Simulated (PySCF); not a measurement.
B(GeH3)2(H) (BGe2H7), SMILES [GeH3][BH][GeH3]. Atoms are numbered in the order given.

```xyz
10

B      0.0000     0.0000     0.9233
Ge     1.8096    -0.0026    -0.0731
H      2.9376    -0.7481     0.6743
H      2.2451     1.4806    -0.2012
H      1.7147    -0.5692    -1.5068
Ge    -1.8096     0.0026    -0.0731
H     -2.2451    -1.4806    -0.2012
H     -1.7147     0.5692    -1.5068
H     -2.9376     0.7481     0.6743
H      0.0000     0.0000     2.1293
```
Charge 0, spin multiplicity 1.

Geometry: B3LYP-D3(BJ)/def2-SVP. This is a generated structure with no PubChem entry under its InChIKey; it may be hypothetical.

These are HF/def2-TZVP (PySCF) values and carry that method's errors.

Gas-phase values at a fixed geometry.

The total energy is -4179.45094 hartree, the point group is C2 and the highest occupied level comes out as -10.50 eV. The lowest empty level is 0.72 eV and the orbital gap is 11.23 eV. The dipole moment is 0.63 D, the quadrupole, principal values (traceless, Buckingham form, about the centre of nuclear charge) is -4.30, 0.75, 3.55 D·Å and the mean static polarisability comes out as 75.4 bohr³ (11.18 Å³). The polarisability, principal values comes out as 64.6, 70.1, 91.5 bohr³.
